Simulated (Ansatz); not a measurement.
Basis-set extrapolation for CH₇FOSi₂ (`OC(F)([SiH3])[SiH3]`) (PBE0-D4/def2-TZVP geometry, frozen core, Ansatz 0.2.0). Multiplicity 1, RHF reference.

```tsv
	def2-TZVPP	def2-QZVPP
HF	-794.192900	-794.220661
MP2 correlation	-0.912225	-0.986197
CCSD(T) correlation	-0.997307	not run
```

Energies in hartree. Use E(X) = E(∞) + A·exp(−7.88·√X) for Hartree–Fock and E(X) = E(∞) + B·X^(−2.97) for correlation, with X = 3 and 4, and add CCSD(T) minus MP2 of the smaller set to the MP2 limit.

Problem. What is the CCSD(T) energy at the basis-set limit?

Solution. HF limit: -794.220661 + (-0.027761) × 0.13774 = -794.22448. MP2 limit: -0.986197 + (-0.073972) × 0.74074 = -1.04099. Higher-order term: -0.997307 − (-0.912225) = -0.08508. Total: -795.35055 hartree, 421.0 kJ/mol below CCSD(T)/def2-TZVPP.
